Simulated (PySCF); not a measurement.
CH₂NO, SMILES [NH]C=O (connectivity only; charge and spin as stated), charge -1, multiplicity 1. The structure is a stationary point at B3LYP-D3(BJ)/def2-SVPD. The multiplicity is an assumed one; other spin states were not compared. The isomer is the one that the SMILES or the coordinates give; other isomers of the formula were not compared. One conformer was computed; it need not be the lowest.

Level of theory: B3LYP-D3(BJ)/def2-SVPD (PySCF).

Harmonic wavenumbers (cm⁻¹): 642, 835, 1034, 1183, 1343, 1376, 1632, 2752, 3387. Rotational constants (GHz): 83.17, 11.86, 10.38; symmetry number 1.

Q: Work out the zero-point energy and the ideal-gas rigid-rotor harmonic-oscillator thermochemistry at 298.15 K and 1 atm.

A: ZPE = ½ Σ hcν = ½ × 14185 cm⁻¹ = 20.28 kcal/mol. H − E(el) = 22.82 kcal/mol. Entropy in cal/(mol K): translation 37.27, rotation 20.98, vibration 0.74, total 58.99. G − E(el) = 5.23 kcal/mol. Cp = 10.33 cal/(mol K).
